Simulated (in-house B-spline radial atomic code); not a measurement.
Results of a calculation; reference values are marked as such.
Making a Troullier-Martins s channel for Be, r_c = 0.26 bohr

Be, [He] 2s2, non-relativistic PBE, spherical and spin-unpolarised, from a B-spline radial code for spherical atoms (atomic units). The all-electron 1s level is ε = -3.902611 hartree and its outer maximum at 0.26 bohr.

Inside r_c the pseudo-orbital is u(r) = r^1 exp(p(r)), with p = c0 + c2 r² + c4 r⁴ + … + c12 r¹². The seven coefficients follow from p and its first four derivatives at r_c, from zero curvature of the screened potential at the origin, c4 = −c2²/(2l + 5), and from the norm inside r_c. At r_c the all-electron orbital has P = 1.385219, P' = 0.1152013, the screened potential V = -10.80151, V' = 54.87618, V'' = -457.8726, and the norm inside is Q = 0.297099.

Q: What are p, p' and p'' at r_c?

A: p = ln(P/r_c^1) = ln(1.385219/0.26) = 1.67293. p' = P'/P − 1/r_c = 0.08316 − 3.84615 = -3.76299. The radial equation gives p'' = 2(V − ε) − 2(1) p'/r_c − p'² = -13.79780 − (-28.94607) − 14.16009 = 0.98819. Differentiating, p''' = 2V' + 2(1)p'/r_c² − 2(1)p''/r_c − 2p'p'' = -1.7431, and p'''' = 2V'' − 4(1)p'/r_c³ + 4(1)p''/r_c² − 2(1)p'''/r_c − 2p''² − 2p'p''' = -2.5434.

For a trial c2 the five matching conditions are linear in c0, c6, c8, c10 and c12, and c2 is varied until the norm inside r_c equals Q. The root nearest zero gives:

| n | c_n |
| --- | --- |
| 0 | 2.457726 |
| 2 | -16.58463 |
| 4 | -55.01 |
| 6 | 6478.419 |
| 8 | -118743.2 |
| 10 | 954230.7 |
| 12 | -2944140 |

Q: Check c4 and p(r_c), and find the screened pseudopotential at the origin.

A: −c2²/5 = -55.01, as listed. The terms c_n r_c^n are 2.45773, -1.12112, -0.25138, 2.00129, -2.47968, 1.34706, -0.28096, which sum to 1.67293. Inverting the radial equation, V_l(r) = ε + 1 p'/r + (p'' + p'²)/2, so V_l(0) = ε + (2l + 3) c2 = -3.902611 + 3 × (-16.5846) = -53.6565 hartree, finite where the all-electron potential diverges.

Orbitals and screened potentials:

| r (bohr) | P | u | V all-electron | V pseudo |
| --- | --- | --- | --- | --- |
| 0.026 | 0.3441 | 0.3002 | -149.7 | -53.59 |
| 0.065 | 0.7362 | 0.7073 | -56.64 | -51.49 |
| 0.104 | 1.01 | 1.015 | -33.43 | -42.85 |
| 0.143 | 1.192 | 1.207 | -22.97 | -28.2 |
| 0.182 | 1.305 | 1.311 | -17.08 | -15.74 |
| 0.221 | 1.365 | 1.365 | -13.35 | -11.83 |
| 0.26 | 1.385 | 1.385 | -10.8 | -10.8 |

Logarithmic derivatives P'/P at R = 0.56 bohr, for energies E around ε:

| E − ε (hartree) | all-electron | pseudo |
| --- | --- | --- |
| -0.5 | -1.0591 | -1.05907 |
| -0.25 | -1.38841 | -1.38841 |
| -0.1 | -1.60089 | -1.60089 |
| 0 | -1.74942 | -1.74942 |
| 0.1 | -1.90389 | -1.90389 |
| 0.25 | -2.14764 | -2.14763 |
| 0.5 | -2.58993 | -2.58988 |

Q: With P(R) = 1.001413 and a norm of 0.7593278 inside R, what slope in energy does norm conservation fix?

A: d(P'/P)/dE = −2 × (norm inside R)/P(R)² = -1.5144 per hartree·bohr at E = ε, for both atoms, since orbital and norm agree at R. Differences over ±0.1 hartree give -1.5150 (all-electron) and -1.5150 (pseudo), which also hold third-order terms. Half a hartree below ε the two curves differ by +0.0000.
